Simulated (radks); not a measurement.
Results of a calculation; reference values are marked as such.
In9+, configuration [Kr] 4d4. Code: a radial shooting solver on a logarithmic mesh with Libxc functionals. Model: Dirac Kohn-Sham, PBE, spin-unpolarised, spherical densities, point nucleus; open shells are shared between the two j in proportion to 2j + 1.

Normalised radial functions P(r) = r R(r) (large component), r in bohr:

r,3d5/2,4s1/2,4p3/2
0.00414,0.0002,0.1740,0.0103
0.004705,0.0003,0.1901,0.0130
0.005348,0.0005,0.2067,0.0165
0.006078,0.0007,0.2236,0.0208
0.006908,0.0010,0.2403,0.0263
0.007851,0.0015,0.2564,0.0330
0.008923,0.0022,0.2712,0.0413
0.01014,0.0031,0.2838,0.0516
0.01153,0.0044,0.2933,0.0641
0.0131,0.0063,0.2985,0.0793
0.01489,0.0090,0.2980,0.0976
0.01692,0.0128,0.2903,0.1193
0.01923,0.0180,0.2738,0.1448
0.02186,0.0253,0.2469,0.1744
0.02484,0.0354,0.2081,0.2080
0.02824,0.0492,0.1564,0.2453
0.03209,0.0680,0.0913,0.2857
0.03648,0.0932,0.0134,0.3279
0.04146,0.1267,-0.0754,0.3697
0.04712,0.1705,-0.1714,0.4083
0.05355,0.2273,-0.2689,0.4397
0.06038,0.2943,-0.3547,0.4582
0.06862,0.3830,-0.4307,0.4610
0.07799,0.4912,-0.4796,0.4403
0.08864,0.6201,-0.4898,0.3904
0.1007,0.7691,-0.4509,0.3070
0.1145,0.9355,-0.3564,0.1887
0.1301,1.1138,-0.2064,0.0382
0.1479,1.2950,-0.0096,-0.1361
0.1681,1.4674,0.2149,-0.3194
0.1911,1.6165,0.4379,-0.4908
0.2172,1.7266,0.6231,-0.6249
0.2468,1.7828,0.7320,-0.6953
0.2805,1.7738,0.7319,-0.6789
0.3188,1.6949,0.6045,-0.5622
0.3624,1.5496,0.3524,-0.3458
0.4118,1.3498,0.0029,-0.0472
0.4681,1.1149,-0.3949,0.2994
0.532,0.8687,-0.7787,0.6477
0.6046,0.6351,-1.0868,0.9483
0.6872,0.4328,-1.2713,1.1573
0.781,0.2725,-1.3092,1.2463
0.8806,0.1629,-1.2193,1.2158
1.001,0.0855,-1.0243,1.0798
1.138,0.0402,-0.7781,0.8740
1.293,0.0167,-0.5330,0.6433
1.469,0.0060,-0.3273,0.4287
1.67,0.0018,-0.1786,0.2568
1.898,0.0005,-0.0856,0.1367
2.157,0.0001,-0.0354,0.0636
2.452,0.0000,-0.0124,0.0255
2.787,0.0000,-0.0036,0.0086
3.167,0.0000,-0.0008,0.0024

3d5/2: eigenvalue -598.33 eV, 0 radial nodes, <r> = 0.324 bohr, 90 % of the charge inside 0.511 bohr. 4s1/2: eigenvalue -276.42 eV, 3 radial nodes at r = 0.0372, 0.149, 0.412 bohr, <r> = 0.814 bohr, 90 % of the charge inside 1.17 bohr. 4p3/2: eigenvalue -230.13 eV, 2 radial nodes at r = 0.134, 0.419 bohr, <r> = 0.870 bohr, 90 % of the charge inside 1.26 bohr.
